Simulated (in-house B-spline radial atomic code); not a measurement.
Values are calculated unless marked as measured or tabulated.
# In in electron gases of falling density

A nucleus sits in a uniform electron gas with a rigid positive background. The Kohn-Sham equations are solved self-consistently in the spin-unpolarised LDA (PW92), non-relativistic, on B-splines with outgoing waves at the boundary and partial waves to l = 8. The model has no lattice, no bands and no magnetic solution. Atomic units; δ_l are the phase shifts at the Fermi level, counted so that each bound state adds π, and good to about 0.0005.

| r_s (bohr) | k_F | δ0/π | δ1/π | δ2/π | shallowest bound level (hartree) | σ_tr (bohr²) | Q (a.u.) |
| --- | --- | --- | --- | --- | --- | --- | --- |
| 1.5 | 1.2794 | 3.901 | 3.124 | 2.043 | s -0.0185 | 7.56 | 0.685 |
| 1.65 | 1.1631 | 3.963 | 3.169 | 2.057 | s -0.0266 | 7.38 | 0.456 |
| 1.8 | 1.0662 | 4.015 | 3.205 | 2.064 | s -0.0323 | 8.64 | 0.377 |
| 2 | 0.9596 | 4.076 | 3.242 | 2.065 | s -0.0376 | 11.91 | 0.341 |
| 2.07 | 0.9271 | 4.095 | 3.253 | 2.064 | s -0.039 | 13.39 | 0.334 |
| 2.2 | 0.8723 | 4.128 | 3.272 | 2.061 | s -0.0414 | 16.51 | 0.323 |
| 2.4 | 0.7996 | 4.174 | 3.295 | 2.054 | s -0.0448 | 22.12 | 0.305 |
| 2.67 | 0.7188 | 4.229 | 3.319 | 2.043 | s -0.049 | 30.98 | 0.279 |
| 3 | 0.6397 | 4.287 | 3.339 | 2.028 | s -0.0543 | 43.47 | 0.246 |
| 3.3 | 0.5816 | 4.333 | 3.352 | 2.017 | s -0.0594 | 56.33 | 0.218 |
| 3.6 | 0.5331 | 4.373 | 3.359 | 2.007 | s -0.0649 | 70.71 | 0.193 |
| 4 | 0.4798 | 4.419 | 3.364 | 1.997 | s -0.0726 | 92.64 | 0.166 |

Q = n k_F σ_tr, with n = 3/(4π r_s³).

Q: How does the screening charge move between partial waves as the gas thins?

A: By (2/π)(2l + 1) δ_l, at r_s = 1.5 it is s 7.80, p 18.75, d 20.43, f and beyond 2.02, and at r_s = 4 s 8.84, p 20.18, d 19.97, f and beyond 0.01. The free atom is [Kr] 4d10 5s2 5p1.

Q: What end-to-end powers of r_s do the first and last rows give for σ_tr and Q?

A: σ_tr goes as r_s^+2.55 and Q as r_s^-1.45. Since n k_F/k_F² goes as r_s⁻², Q = 4π n Σ/k_F would fall as r_s⁻² at fixed phase shifts; the sum Σ (l + 1) sin²(δ_l − δ_(l+1)) is 0.985 in the first row and 1.697 in the last, and ranges from 0.78 to 1.70 between them, so these powers are no law.
